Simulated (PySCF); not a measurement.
C5H12GaN.
Bonds: C1–C2, C2–N3 (triple), N3–Ga4, Ga4–C5, C5–C6, C6–C7. Hydrogens: H8, H9, H10 on C1; H11, H12 on Ga4; H13, H14 on C5; H15, H16 on C6; H17, H18, H19 on C7.

A linear-response calculation (PySCF, def2-SVPD basis, gas phase, vertical, core orbitals frozen in the response) gave these numbers; the functional is withheld.

Orbital energies (eV): HOMO-3 -10.35, HOMO-2 -10.02, HOMO-1 -8.48, HOMO -7.89, LUMO 0.36, LUMO+1 0.63, LUMO+2 0.65.

```json
{"state": "S1", "E (eV)": "5.94", "f": "0.0029", "main configurations (H = HOMO, L = LUMO)": "H→L+2 (90%)"}
{"state": "S2", "E (eV)": "6.00", "f": "0.063", "main configurations (H = HOMO, L = LUMO)": "H→L+1 (86%)"}
{"state": "S3", "E (eV)": "6.25", "f": "0.014", "main configurations (H = HOMO, L = LUMO)": "H→L (80%)"}
{"state": "S4", "E (eV)": "6.36", "f": "0.0037", "main configurations (H = HOMO, L = LUMO)": "H-1→L+1 (93%)"}
{"state": "S5", "E (eV)": "6.50", "f": "0.086", "main configurations (H = HOMO, L = LUMO)": "H-1→L+2 (47%), H→L+3 (27%), H→L+4 (17%)"}
{"state": "S6", "E (eV)": "6.62", "f": "0.052", "main configurations (H = HOMO, L = LUMO)": "H-1→L+2 (44%), H→L+3 (28%), H→L+4 (15%)"}
```

Triplets, Tamm–Dancoff:

```tsv
state	E (eV)	λ (nm)	main configurations (H = HOMO, L = LUMO)
T1	5.68	218.2	H→L+1 (82%)
T2	5.86	211.6	H→L+2 (90%)
T3	6.06	204.6	H-1→L+2 (65%), H-8→L+2 (15%)
T4	6.15	201.7	H→L (59%), H→L+4 (26%)
```

Vertical ionisation energy by ΔSCF with the same functional: 8.55 eV. Mean static polarisability: 102.3 au.

Task: Name the functional.
A. B3LYP
B. CAM-B3LYP
C. PBE
D. HF

Result: B. CAM-B3LYP is range-separated, 19% exact exchange at short range and 65% at long range (ω = 0.33 bohr⁻¹). In this run −ε(HOMO) = 7.89 eV differs from the ΔSCF value by -0.66 eV, and S1 differs from the orbital gap of 8.25 eV by -2.31 eV. The ratio −ε(HOMO)/IP is 0.92. Small neutral molecules mostly give 0.85 to 0.93 with CAM-B3LYP, 0.5 to 0.7 with PBE, 0.67 to 0.83 with B3LYP; Hartree–Fock can't fall below 1, since the ion's relaxation only lowers the ΔSCF value. The other options: PBE, a GGA without exact exchange; HF, time-dependent Hartree–Fock, 100% exact exchange; B3LYP, a global hybrid with 20% exact exchange.

Theory: TDDFT CAM-B3LYP/def2-SVPD, vertical, gas phase, core orbitals frozen in the response (PySCF). One conformer (not necessarily the lowest) at the PBE0-D3(BJ)/def2-SVP geometry, without solvent, vibrations or thermal averaging. The CAM-B3LYP/def2-SVPD calculation is non-relativistic and has no spin–orbit coupling, an omission that weighs most on gallium.

Shape of the structure used: `[CH3:1][C:2]#[N+:3][GaH2-:4][CH2:5][CH2:6][CH3:7]`: N3–Ga4–C5–C6 -61°, Ga4–C5–C6–C7 180°.
